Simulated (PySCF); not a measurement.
# A survey of ³¹P NMR shifts

Method: GFN2-xTB structure, σ from GIAO-PBE0/pcSseg-1, in PySCF 2.14.0 with density-fitted response routines (in vacuum, no relativistic terms, fast rotation and ring inversion assumed for equivalent nuclei, one conformer).

Shieldings were converted by a linear fit to measured shifts: ³¹P: δ = 270.09 − 0.828σ (rms 18.1 ppm, 64 shifts vs H3PO4, solution or neat liquid). A few per cent of atoms miss by over 2 rms, more outside the fitted compound classes.

Task: Give the ³¹P shifts of `P#CC1CCC1`.

Result: 
```json
{"compound": "P#CC1CCC1", "environment": "phosphorus bonded to C", "δ (ppm)": "-5.2"}
```

Task: Match the shifts 173.2, 42.7, 15.3, -15.2, -50.9, -94.1 ppm to `CC[P@@](=S)(CO)C(F)(F)F`, `C#CP1CCC1`, `C1=CPC=CC1`, `CSC[P@@](C)(=O)C(F)(F)F`, `CC#C/P=C/C`, `C#CP(C)C=C`.

Result: 173.2: CC#C/P=C/C (phosphorus bonded to 2 C); 42.7: CC[P@@](=S)(CO)C(F)(F)F (phosphorus bonded to 3 C, S); 15.3: CSC[P@@](C)(=O)C(F)(F)F (phosphorus bonded to 3 C, O); -15.2: C#CP1CCC1 (phosphorus bonded to 3 C, in a 4-membered ring); -50.9: C#CP(C)C=C (phosphorus bonded to 3 C); -94.1: C1=CPC=CC1 (phosphorus bonded to 2 C, H, in a 6-membered ring).
